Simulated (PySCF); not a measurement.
C6H7, SMILES [C]1=CC=CCC1, multiplicity 2.

Geometry: B3LYP-D3(BJ)/def2-SVP. The isomer is the one that the SMILES or the coordinates give; other isomers of the formula were not compared. One conformer was computed; it need not be the lowest.

Method: PBE0/def2-TZVP run with PySCF.

The molecule is in vacuum.

| Property | Result |
|---|---|
| total energy | -232.53078 hartree |
| α spin, highest occupied and lowest empty level | -6.30 and -0.82 eV |
| β spin, highest occupied and lowest empty level | -6.13 and -1.77 eV |
| dipole moment | 1.09 D |
| quadrupole, principal values (traceless, Buckingham form, about the centre of nuclear charge) | -3.79, -1.73, 5.53 D·Å |
| mean static polarisability | 66.6 bohr³ (9.86 Å³) |
| polarisability, principal values | 47.9, 73.3, 78.5 bohr³ |
| ⟨S²⟩ | 0.777 (pure state 0.75) |
